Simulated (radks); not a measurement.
Question: Pd3+, 43 electrons, occupied as [Kr] 4d5 5s2 (not the ground configuration). Method: Dirac Kohn-Sham, PBE, spin-unpolarised, spherical densities, point nucleus; open shells fill j = l - 1/2 first; computed with a radial shooting solver on a logarithmic mesh with Libxc functionals. Some entries of the table are withheld. Estimate them.

orbital,occ.,eigenvalue (eV),<1/r> (bohr^-1)
1s1/2,2,-24206.26,48.24
2s1/2,2,(1),11.09
2p1/2,2,-3324.579,11.07
2p3/2,4,-3165.202,10.43
3s1/2,2,-689.6203,3.864
3p1/2,2,-588.8243,3.769
3p3/2,4,-561.0146,3.614
3d3/2,4,(2),3.446
3d5/2,6,(3),3.406
4s1/2,2,-136.5926,1.490
4p1/2,2,-104.7283,1.380
4p3/2,4,-99.9638,1.333
4d3/2,4,-50.5233,(4)
4d5/2,1,-49.8780,(5)
5s1/2,2,(6),0.5740

Answer: 
(1) 2s1/2 eigenvalue (eV): -3580.146
(2) 3d3/2 eigenvalue (eV): -382.7235
(3) 3d5/2 eigenvalue (eV): -377.1739
(4) 4d3/2 <1/r> (bohr^-1): 1.074
(5) 4d5/2 <1/r> (bohr^-1): 1.063
(6) 5s1/2 eigenvalue (eV): -34.3892
